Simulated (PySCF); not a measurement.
SiBrCl2, SMILES [Si](Cl)(Br)Cl, multiplicity 2. Geometry optimised at PBE-D3(BJ)/def2-SVP.

Computed equilibrium geometry at PBE-D3(BJ)/def2-SVP (PySCF confirms it by a frequency run) as a Z-matrix, and its point group:
point group Cs.
```
Si
Cl 1 2.0811
Cl 1 2.0811 2 108.85
Br 1 2.2440 2 109.65 3 -119.95
```
Charge 0, spin multiplicity 2.
